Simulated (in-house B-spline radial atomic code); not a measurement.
Ionising Ru³⁺ with different functionals

Computed with a radial B-spline atomic code at the basis-set limit: non-relativistic Hamiltonian, point nucleus, spin-polarised at highest spin, spherical fractional occupations for the functionals, and exact exchange of hybrids averaged over the configuration. The ionisation energy is the difference of two self-consistent energies, [Kr] 4d5 → [Kr] 4d4, without Breit or QED terms; ε is the level of the shell that loses the electron (its least bound occupied spin orbital). There is no spin-orbit coupling in this Hamiltonian.

```
   method                    rung  ΔSCF (eV)  -ε(4d) (eV)
     PBE0           global hybrid      46.58        41.43
    B3LYP           global hybrid          ?            ?
    TPSSh           global hybrid          ?            ?
   M06-2X           global hybrid      46.02        43.22
BHandHLYP           global hybrid      46.31        43.19
  r2SCAN0           global hybrid      46.90        41.79
    B97-1           global hybrid      46.27        40.79
    HSE06  range-separated hybrid      46.56        41.00
    wB97X  range-separated hybrid      46.11        43.62
CAM-B3LYP  range-separated hybrid      46.37        42.72
  LC-wPBE  range-separated hybrid      46.45        44.24
```

What does TPSSh give?

ΔSCF 46.53 eV, and -ε(4d) = 40.16 eV.

What does B3LYP give?

ΔSCF 46.44 eV, and -ε(4d) = 40.86 eV.

Among the functionals, which spreads more, the ΔSCF values or the orbital energies?

The orbital energies: ΔSCF values span about 0.88 eV and the orbital energies 4.07 eV; here energy differences depend much less on the functional than eigenvalues do.

How do they compare with the NIST value?

NIST lists 45 eV ± 1.7 (tabulated theory, ground level to ground level). Errors run from +1.02 to +1.90 eV; all lie within about twice that uncertainty, so the table can't rank the methods.
